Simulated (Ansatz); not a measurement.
CH₃BrZn, SMILES `[CH3][Zn][Br]`. Total charge 0; spin multiplicity 1.

```xyz
6

C    -0.4539   -0.3144    0.6178
Zn    0.6030    0.4178   -0.8205
Br    1.8343    1.2704   -2.4966
H     0.1750   -0.9043    1.2869
H    -1.2401   -0.9582    0.2195
H    -0.9182    0.4888    1.1929
```

Question: What are the harmonic wavenumbers in cm⁻¹ at PBE0-D4/def2-TZVP (Ansatz, finite differences of forces, unscaled)? (An estimate is asked.)

Answer: The calculation gave: 111, 111, 287, 584, 707, 707, 1200, 1447, 1447, 3058, 3149, 3149.

Question: Is this a minimum?

Answer: Yes, all 12 modes are real.

Question: Give the ideal-gas thermochemistry at 298.15 K and 1 bar (rigid rotor, harmonic oscillator; point group C3v, symmetry number 3).

Answer: Zero-point energy 95.4 kJ/mol; H(298) − E = 111.4 kJ/mol; entropy 302.8 J/(mol·K), of which translation 172.2, rotation 92.3, vibration 38.3; G(298) − E = 21.1 kJ/mol.

Question: And at 400, 500, 600, 800 and 1000 K?

Answer: 
```json
{"T (K)": "400", "H − E (kJ/mol)": "118.9", "S (J/mol/K)": "324.4", "G − E (kJ/mol)": "-10.9"}
{"T (K)": "500", "H − E (kJ/mol)": "127.0", "S (J/mol/K)": "342.5", "G − E (kJ/mol)": "-44.3"}
{"T (K)": "600", "H − E (kJ/mol)": "135.7", "S (J/mol/K)": "358.3", "G − E (kJ/mol)": "-79.3"}
{"T (K)": "800", "H − E (kJ/mol)": "154.6", "S (J/mol/K)": "385.4", "G − E (kJ/mol)": "-153.8"}
{"T (K)": "1000", "H − E (kJ/mol)": "175.0", "S (J/mol/K)": "408.1", "G − E (kJ/mol)": "-233.2"}
```
